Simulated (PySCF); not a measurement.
**O (oxygen, neutral) across methods**

[He] 2s1 2p5, high-spin 3P determinant (an excited configuration). Calculation: PySCF 2.14, in aug-cc-pVQZ-DK; scalar relativity by spin-free X2C-1e.

```csv
method,E (hartree),mean ε 2s α (eV),mean ε 2p α (eV),mean ε 2p β (eV),Σ⟨r²⟩ (bohr²),⟨S²⟩
PBE,-74.5321,-25.989,-10.835,-7.796,12.24,2.008
revPBE,-74.5922,-26.036,-10.798,-7.754,12.24,2.009
PBE0,-74.5162,-29.612,-13.141,-9.208,12.09,2.012
MN15,-74.5629,-28.892,-13.659,-10.579,11.98,2.005
BLYP,-74.6107,-25.764,-10.713,-7.845,12.30,2.009
UHF,-74.24866,-40.233,-19.851,-12.132,12.11,2.042
r2SCAN,-74.5562,-27.839,-11.597,-7.904,12.06,2.015
PW91,-74.5862,-26.012,-10.901,-7.871,12.23,2.008
LDA,-74.0539,-25.724,-10.968,-7.864,12.29,2.009
```
